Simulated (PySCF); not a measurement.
Species: C3HFNS (charge 0, doublet). It need not be the lowest isomer of its formula. SMILES: Fc1[c]scn1
Geometry: optimised at B3LYP-D3(BJ)/def2-TZVP (Ansatz).

Dispersion corrections to the total energy (kcal/mol) from the dftd3 and dftd4 libraries through PySCF: D3(BJ) without and D4 with the three-body term, each with the damping fitted for the functional named.

```csv
functional,D3(BJ),D4
PBE0,-3.73,-3.87
PW6B95,-2.23,-4.27
BP86,___,-6.16
BLYP,-9.63,-10.67
TPSS,___,-6.34
CAM-B3LYP,-3.41,-3.89
BHLYP,___,-5.59
```

Some entries are withheld; supply them.


- BP86, D3(BJ): -7.13
- TPSS, D3(BJ): -5.49
- BHLYP, D3(BJ): -6.31
